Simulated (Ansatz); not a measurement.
`O[Si](F)(F)Br` + NH₃ → `N[Si](O)(F)Br` + H–F at 500 K and 1 bar (ligand exchange at the Si–F bond).

Isolated molecules relaxed with PBE0-D4/def2-TZVP in Ansatz; ΔE leaves out vibrations. CBS: MP2 limit from def2 TZ/QZ plus the TZ coupled-cluster correction, frozen cores. This one scheme is used for every species. For Br outer-core shells are correlated without core-valence functions, which leaves a few kJ/mol of doubt a bond. Scalar relativity is left out up to krypton. One conformer a species, not always the lowest.

```json
{"species": "`O[Si](F)(F)Br`", "CCSD(T)/CBS energy (Eh)": "-3138.00572", "H − E (kJ/mol)": "96.2", "S (J/(mol·K))": "393.0"}
{"species": "NH₃", "CCSD(T)/CBS energy (Eh)": "-56.50880", "H − E (kJ/mol)": "108.2", "S (J/(mol·K))": "211.8"}
{"species": "`N[Si](O)(F)Br`", "CCSD(T)/CBS energy (Eh)": "-3094.09073", "H − E (kJ/mol)": "164.5", "S (J/(mol·K))": "411.2"}
{"species": "H–F", "CCSD(T)/CBS energy (Eh)": "-100.39570", "H − E (kJ/mol)": "39.4", "S (J/(mol·K))": "188.7"}
```

H − E and S are ideal-gas, rigid-rotor, harmonic terms from PBE0-D4/def2-TZVP, for one conformer and one mirror image of each species. 1 Eh = 2625.50 kJ/mol, R = 8.31446 J/(mol·K).

By hand: ΔE, ΔH, ΔS and ΔG.

ΔE = (-3094.09073) + (-100.39570) − (-3138.00572) − (-56.50880) = 0.02809 Eh = 73.8 kJ/mol. Δ(H − E) = 164.5 + 39.4 − 96.2 − 108.2 = -0.5, so ΔH = 73.3 kJ/mol. ΔS = 411.2 + 188.7 − 393.0 − 211.8 = -4.9 J/(mol·K). ΔG = 73.3 − 500 × (-4.9)/1000 = 75.8 kJ/mol.

By hand: the equilibrium constant, and the temperature at which ΔG would vanish if ΔH and ΔS stayed fixed.

log₁₀ K = −ΔG/(RT ln 10) = -7.9. ΔH and −TΔS have one sign here, so there is no such temperature. One of them is within its doubt of zero, so this could turn.

The number of gas molecules stays the same, so ΔS is small and ΔH decides. A doubt of 5 kJ/mol in ΔE shifts log₁₀ K by 0.5 here. Other conformers and mirror images would add mixing entropy, several J/(mol·K) or more a flexible species. These are equilibria of isolated gas molecules and say nothing of rates. Largest T1 diagnostic: 0.010 (customary marks: 0.02 for closed shells, 0.045 for open ones).
